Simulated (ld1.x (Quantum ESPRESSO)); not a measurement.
## Which change was made? (Ge, ultrasoft)

ld1.x (Quantum ESPRESSO) 7.5 input, shortened:

```
&input
   title='Ge', zed=32., rel=1, dft='PZ', iswitch=3,
   config='[Ar] 3d10 4s2 4p2'
 /
 &inputp
   pseudotype=3, tm=.true., lloc=-1, rcloc=0.50,
   nlcc=.false.,
   which_augfun='PSQ', rmatch_augfun_nc=.true.
 /
6
3S  1  0   2.00   0.00  0.85  0.90  0.0
4S  2  0   2.00   0.00  0.85  0.90  0.0
3P  2  1   6.00   0.00  1.15  1.25  0.0
4P  3  1   2.00   0.00  1.15  1.25  0.0
3D  3  2  10.00   0.00  0.50  0.60  0.0
3D  3  2   0.00  -1.85  0.50  0.60  0.0
 &test
   configts(1)='3s2 3p6 3d10 4s2 4p2'
 /
```

Cutoffs, loose and tight: the cutoffs (Ry, on a coarse ladder) from which the occupation-weighted sum of valence levels, in a spherical-Bessel basis at the reference potential, stays within 10 and 1 mRy of its value at 400 Ry. They do not see the model core or the augmentation charge, which bear on the density cutoff. Test errors are all-electron minus pseudo excitation energies from the reference, over the configurations 3s2 3p6 3d10 4s2 4p1; 3s2 3p6 3d10 4s2 4p0; 3s2 3p6 3d10 4s1 4p0; 3s2 3p6 3d10 4s0 4p4; 3s2 3p6 3d9 4s2 4p2; 3s2 3p5 3d10 4s2 4p2; 3s1 3p6 3d10 4s2 4p2 (two spin-polarised tests are not counted in the largest error); variants that change the core or the reference have their own tests.

The base gives: outcome: generated, overlap not positive; bound ghosts: not determined (overlap not positive); largest test error (meV): -359.

Question: After one change the result is: outcome: generated, overlap not positive; bound ghosts: not determined (overlap not positive); largest test error (meV): -566. Which change was it?
A. local potential all-electron potential smoothed inside 0.62 bohr (lloc = -1)
B. local potential all-electron potential smoothed inside 0.82 bohr (lloc = -1)
C. local potential all-electron potential smoothed inside 1.46 bohr (lloc = -1)

Answer: A. The others give: local potential all-electron potential smoothed inside 1.46 bohr (lloc = -1) → outcome: generated; cutoff, loose: over 300 Ry; cutoff, tight: over 300 Ry; bound ghosts: none; largest test error (meV): test run stopped at test 1 of 9 (negative rho) | local potential all-electron potential smoothed inside 0.82 bohr (lloc = -1) → outcome: generated, overlap not positive; bound ghosts: not determined (overlap not positive); largest test error (meV): -212. A file whose overlap is not positive is unfit for use, and its test errors describe a broken file.
